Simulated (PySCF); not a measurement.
Mg(F)(SiH3) (FH3MgSi), SMILES [Mg]([SiH3])[F]. Atoms are numbered in the order given.

```xyz
6

Mg     0.0000     0.0000     0.7715
F      0.0000     0.0000     2.5277
Si     0.0000     0.0000    -1.7832
H      1.1967     0.6909    -2.3471
H      0.0000    -1.3819    -2.3471
H     -1.1967     0.6909    -2.3471
```
Charge 0, spin multiplicity 1.

The structure is a stationary point at PBE0-D3(BJ)/def2-TZVP.

All values below come from TDA-B3LYP/def2-SVPD (PySCF).

Vertical excitations; the highest root listed may be one member of a degenerate set. Gas-phase values at a fixed geometry. State labels are in the subgroup Cs.

Question: Give excitation energies, oscillator strengths and character. (Estimate from the structure and the level; the computed values follow.)

Answer: 
| state | symmetry | energy (eV) | λ (nm) | f | main pairs |
|---|---|---|---|---|---|
| S1 | A' | 5.67 | 219 | 0.502 | HOMO→LUMO 95 % |
| S2 | A" | 5.72 | 217 | 0.173 | HOMO→LUMO+2 (degenerate set) |
| S3 | A' | 5.72 | 217 | 0.173 | HOMO→LUMO+1 (degenerate set) |
| S4 | A' | 7.01 | 177 | 0.022 | HOMO→LUMO+3 94 % |
| S5 | A' | 7.08 | 175 | 0.019 | HOMO−4→LUMO, HOMO−1→LUMO (degenerate set) |
| S6 | A" | 7.08 | 175 | 0.019 | HOMO−3→LUMO, HOMO−2→LUMO (degenerate set) |
| S7 | A' | 7.18 | 173 | 0.046 | HOMO−1→LUMO, HOMO−4→LUMO (degenerate set) |
| S8 | A" | 7.18 | 173 | 0.046 | HOMO−2→LUMO, HOMO−3→LUMO (degenerate set) |
| S9 | A' | 7.36 | 168 | 0.003 | HOMO→LUMO+5, HOMO→LUMO+7 (degenerate set) |
| S10 | A" | 7.36 | 168 | 0.003 | HOMO→LUMO+4, HOMO→LUMO+8 (degenerate set) |
| T1 | A' | 4.44 | 279 | 0 | HOMO→LUMO 98 % |
| T2 | A" | 4.65 | 266 | 0 | HOMO→LUMO+2 (degenerate set) |
| T3 | A' | 4.65 | 266 | 0 | HOMO→LUMO+1 (degenerate set) |
| T4 | A' | 6.75 | 184 | 0 | HOMO→LUMO+3 80 % |
Triplets are in the Tamm–Dancoff approximation.
